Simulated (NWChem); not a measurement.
# C₃H₃F₃; SMILES FC(C(F)=C)F

```xyz
9

C     -1.3493    -1.1113    -0.2231
C     -0.0849    -0.7185    -0.1777
F      0.9448    -1.5588    -0.4075
C      0.4196     0.6591     0.1495
F     -0.6269     1.4848     0.4272
F      1.0973     1.1636    -0.9245
H     -2.1412    -0.4016    -0.0230
H     -1.6076    -2.1362    -0.4637
H      1.1057     0.6580     1.0046
```
Atoms are numbered in this order, from 1.

All runs: NWChem. Pople sets run with spherical d functions. The geometry was optimised at B3LYP/6-31G* (spherical d). Level: B3LYP/6-31G* with SMD (1 M gas to 1 M solution), gas-phase geometry.

Predict the results for solvent toluene. Quantities: solvation free energy (kcal/mol); cavity-dispersion-structure term (kcal/mol); dipole in solution (D).


```
Item                                         Value
-------------------------------------------  -----
solvation free energy (kcal/mol)              -1.7
cavity-dispersion-structure term (kcal/mol)    0.5
dipole in solution (D)                        1.63
```
